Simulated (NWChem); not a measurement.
HfN₂H₆; SMILES [NH2][HfH2][NH2]

```xyz
9

Hf    -0.2171    -0.0017     0.0000
N      0.9090     1.6733     0.0000
H      1.2334     2.1752    -0.8261
H      1.2334     2.1752     0.8261
N      0.9699    -1.6317     0.0000
H      0.5689    -2.5707     0.0000
H      1.9829    -1.7207     0.0000
H     -1.2687    -0.1157    -1.5431
H     -1.2687    -0.1157     1.5431
```
Atoms are numbered in this order, from 1.

All runs: NWChem. Structure relaxed at the PBE0/def2-SVP level. def2 effective core potentials on Hf; no spin-orbit coupling.

What does the run give for B3LYP/def2-SVP? Quantities: highest occupied level (eV); orbital gap (eV); dipole (D).


| Item | Value |
|---|---|
| highest occupied level (eV) | -7.12 |
| orbital gap (eV) | 6.00 |
| dipole (D) | 2.74 |
